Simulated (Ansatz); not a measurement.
**Question.** Name a neutral molecule of B, C, F, O, Si and H with HOMO–LUMO gap (B3LYP/def2-TZVPP) between 7.00 and 7.30 eV and size of the dipole moment (B3LYP/def2-TZVPP) between 2.00 and 2.30 D (Ansatz, PBE0-D4/def2-TZVP geometry).

**Answer.** `C[Si]1(F)CBO1` (7.21 eV, 2.24 D); `FB1OC[SiH2]1` (7.07 eV, 2.23 D); `BO[SiH](F)C=C` (7.07 eV, 2.13 D). Other molecules can fit too; these were computed, each in one conformer that needn't be the lowest.

B3LYP here is the variant with VWN-RPA as its local correlation; programs differ in this.
